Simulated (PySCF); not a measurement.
An unknown shows these calculated signals:

1H NMR (600 MHz, computed): δ 5.09 (m, 1H), 5.08 (m, 1H), 4.70 (br, 1H), 4.56 (br, 1H), 2.35 (t, 2H), 2.14 (t, 2H), 1.84 (s, 3H).

13C{1H} NMR (computed): δ 172.8 (C), 155.6 (C), 117.5 (CH2), 37.8 (CH2), 37.4 (CH2), 24.7 (CH3).

Theory: structure optimised with GFN2-xTB, NMR shieldings at PBE0/pcSseg-1/GIAO, in PySCF 2.14.0 with density-fitted response routines (single conformer, relativity neglected, one averaged value for each set of equivalent atoms, gas phase).

Shifts are taken against calculated references (same method and geometry level): 1H and 13C against TMS.

Q: Which of these does the molecule contain: a non-aromatic C=C double bond, an amide, a benzene ring, a carboxylic acid, an OH group, an NH or NH2 group?

A: 
- A non-aromatic C=C double bond: yes.
- An amide: yes (δC 172.8).
- A benzene ring: no.
- A carboxylic acid: no.
- An OH group: no.
- An NH or NH2 group: yes (δH 4.70 (br), 4.56 (br)).

The data belong to `C=C(C)CCC(N)=O`, C6H11NO; they needn't prove each group on their own.

Carbon signals by region: 1 in the far downfield region (above 160 ppm), 2 in the sp2 and nitrile region (100–160 ppm), 3 below 50 ppm. Above 160 ppm: 172.8, amide carbonyl carbon.

OH/NH shifts are gas-phase values; hydrogen bonding in solution moves them, usually downfield. The two substituents on the amide-type nitrogen aren't averaged: C–N rotation is slow on the NMR time scale. Shifts are as computed. Against solution values, carbons near 30 ppm lie about +3 ppm off and those near 130 ppm about +5 ppm. Of 1211 compounds with measured shifts, 218 miss one by over three times the rms of a fit or turn the order of signals round; such compounds aren't used in these exercises. Hydrogen bonding in solution deshields acid and N–H amide carbonyl carbons by as much as 10 ppm beyond these values. Multiplicities follow the n + 1 count of equivalent neighbours, as no J values were calculated; m marks all less simple cases, F and P coupling included.
